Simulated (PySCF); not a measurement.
Correlation energy of As⁺ (arsenic, charge +1)

[Ar] 3d10 4s2 4p2, high-spin 3P determinant. Calculation: PySCF 2.14, in cc-pVTZ-DK; the spin-free X2C one-electron Hamiltonian (Gaussian nucleus). Frozen: [Ar] 3d10; 4 electrons correlated.

MP2 pair energies summed by pair of shells (mhartree):

```tsv
pair	energy	share (%)
4s-4p	-33.06	61.8
4s-4s	-15.22	28.4
4p-4p	-5.23	9.8
```

Total MP2 correlation energy: -53.51 mhartree.

Same-spin part -8.94 and opposite-spin part -44.57 mhartree; SCS-MP2 scales them by 1/3 and 6/5 to -56.46 mhartree.

```json
{"level": "CCSD", "correlation energy (mhartree)": "-68.81"}
{"level": "(T)", "correlation energy (mhartree)": "-1.60"}
{"level": "CCSD(T)", "correlation energy (mhartree)": "-70.41"}
```

Diagnostics: T1 = 0.0073, D1 = 0.0194, largest double amplitude 0.091.

Cost of the coupled-cluster step: 0.28 s of wall time on 1 thread of Neoverse-V2 (shared host), for 4 correlated electrons.

Iterations:

```
CC2 = 0
CCSD nocc = (np.int64(3), np.int64(1)), nmo = (29, 29)
frozen orbitals [[0, 1, 2, 3, 4, 5, 6, 7, 8, 9, 10, 11, 12, 13], [0, 1, 2, 3, 4, 5, 6, 7, 8, 9, 10, 11, 12, 13]]
max_cycle = 100
direct = 0
conv_tol = 1e-08
conv_tol_normt = 1e-06
diis_space = 8
diis_start_cycle = 0
Init t2, MP2 energy = -0.0535141268110962
Init E_corr(UCCSD) = -0.0535141268175238
cycle = 1  E_corr(UCCSD) = -0.064476508200552  dE = -0.0109623814  norm(t1,t2) = 0.0424782
cycle = 2  E_corr(UCCSD) = -0.0672753291518912  dE = -0.00279882095  norm(t1,t2) = 0.0154248
cycle = 3  E_corr(UCCSD) = -0.0688177601072201  dE = -0.00154243096  norm(t1,t2) = 0.00677012
cycle = 4  E_corr(UCCSD) = -0.0688027153647173  dE = 1.50447425e-05  norm(t1,t2) = 0.00110371
cycle = 5  E_corr(UCCSD) = -0.0688089933351692  dE = -6.27797045e-06  norm(t1,t2) = 0.000140991
cycle = 6  E_corr(UCCSD) = -0.0688075833239558  dE = 1.41001121e-06  norm(t1,t2) = 2.8245e-05
cycle = 7  E_corr(UCCSD) = -0.0688082665184423  dE = -6.83194487e-07  norm(t1,t2) = 3.59699e-06
cycle = 8  E_corr(UCCSD) = -0.068808075623269  dE = 1.90895173e-07  norm(t1,t2) = 7.38849e-07
cycle = 9  E_corr(UCCSD) = -0.0688080980189995  dE = -2.23957305e-08  norm(t1,t2) = 1.42213e-07
cycle = 10  E_corr(UCCSD) = -0.0688080997674085  dE = -1.74840896e-09  norm(t1,t2) = 2.90609e-08
UCCSD converged
E(UCCSD) = -2258.737221017074  E_corr = -0.06880809976740847
UCCSD(T) correction = -0.00160401272231833
```
